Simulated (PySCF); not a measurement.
# `InChI=1S/CH8BrGe2P/c2-1(3)4-5/h1H,4-5H2,3H3/t1-/m1/s1`

Cartesian coordinates in Å; atom numbers follow the order of the lines, from 1:
```xyz
13

P     1.2238   -1.2222   -0.2986
Ge    0.5861    0.9624   -0.8086
C    -1.3682    1.0380   -0.5877
Ge   -2.0131    0.5830    1.2138
Br   -1.9957    2.8261   -1.0687
H     1.3233   -0.9728    1.1052
H     2.6119   -0.9678   -0.5295
H     0.9300    1.2425   -2.2829
H     1.2304    2.0212    0.1043
H    -1.8255    0.3512   -1.3155
H    -1.5993   -0.8700    1.5280
H    -3.5438    0.7137    1.2548
H    -1.3623    1.5396    2.2263
```

The calculation used GIAO B3LYP/pcSseg-1 magnetisability, rotational g tensor and spin-rotation constants, non-relativistic, gas phase (PySCF). Geometry: PBE0-D3(BJ)/def2-SVP.

The calculation is non-relativistic, which matters for the atoms heavier than Zn.

(1) Give the nuclear spin-rotation constants along the inertial axes (H = +C I·J) beside the isotropic shieldings.

(2) How do the rotational constants and the g tensor change when H6, H7, H8, H9, H10, H11, H12, H13 are replaced by deuterium?

## Answers

(1) Rotational constants 1.1203, 0.6399, 0.4229 GHz. A star marks the isotopologue with that one atom substituted, in its own axes.
```
atom  isotope  Caa (kHz)  Cbb (kHz)  Ccc (kHz)  mean (kHz)  σ (ppm)
  P1      31P      1.087      0.559      0.464       0.703    564.0
 Br5     79Br      0.695      0.989      0.846       0.843   2213.8
  H6       1H     -0.116     -0.038     -0.015      -0.056     29.7
  H7       1H     -0.061     -0.038     -0.036      -0.045     29.7
  H8       1H     -0.097      0.012     -0.030      -0.038     26.9
  H9       1H     -0.098     -0.055      0.016      -0.046     26.7
 H10       1H     -0.126     -0.065      0.014      -0.059     28.8
 H11       1H     -0.008     -0.038     -0.033      -0.026     27.2
 H12       1H     -0.009     -0.041     -0.031      -0.027     27.2
 H13       1H     -0.103     -0.057      0.013      -0.049     27.5
 Ge2    73Ge*     -0.300     -0.191     -0.126      -0.206   1407.1
  C3     13C*      0.148      0.117      0.076       0.114    153.3
 Ge4    73Ge*     -0.322     -0.158     -0.117      -0.199   1491.1
```
For the geometry as given, no vibrational averaging.

(2) Constants 1.0395, 0.6079, 0.4035 GHz; g -0.0065, -0.0054, -0.0047, against -0.0069, -0.0057, -0.0049 before.
